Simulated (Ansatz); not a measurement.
Sr₂O₃⁻. Charge -1, multiplicity 2. Geometry PBE0-D4/def2-SVP, that of the neutral singlet; atoms count from 1.

```xyz
5

Sr   -0.5682   -0.2361    1.5323
Sr    0.5444    0.8209   -1.3251
O    -0.6542   -1.0546   -0.6448
O     0.7455   -1.1743   -0.1444
O    -0.0675    1.6441    0.5820
```

In the def2 sets Sr takes a core potential; there is no spin–orbit coupling. The structure holds one bond between oxygen atoms, so isomers without such links may lie far lower. The highest occupied level of the charge -1 doublet lies above zero (up to 0.65 eV). By energy differences its removal costs 0.24 eV (vertical, to the charge 0 singlet, at PBE0-D4/def2-TZVPD); a positive level beside a positive removal energy at the same level points to self-interaction error. The structure comes from a short search, and lower isomers may exist.

(1) Estimate the Mulliken populations from the PBE0/def2-TZVPD orbitals of Ansatz.

(2) Where does the spin sit?

(3) And the Mayer bond orders between bonded heavy atoms (over 0.3)?

Results:

(1) 
```json
{"atom": "Sr1", "charge (e)": "1.24", "spin (α − β)": "0.52"}
{"atom": "Sr2", "charge (e)": "1.24", "spin (α − β)": "0.52"}
{"atom": "O3", "charge (e)": "-0.91", "spin (α − β)": "-0.01"}
{"atom": "O4", "charge (e)": "-0.91", "spin (α − β)": "-0.01"}
{"atom": "O5", "charge (e)": "-1.65", "spin (α − β)": "-0.02"}
```
Mulliken values and Mayer orders depend strongly on the basis. With diffuse functions, as here, like atoms can get unlike values, and bond orders can come out too low or too high.

(2) Summed by element: Sr 1.04, O -0.04, of 1 unpaired in all. Largest on single atoms: Sr1 0.52, Sr2 0.52, O5 -0.02.

(3) Sr1–Sr2 0.57 (3.24 Å); O3–O4 0.30 (1.49 Å).
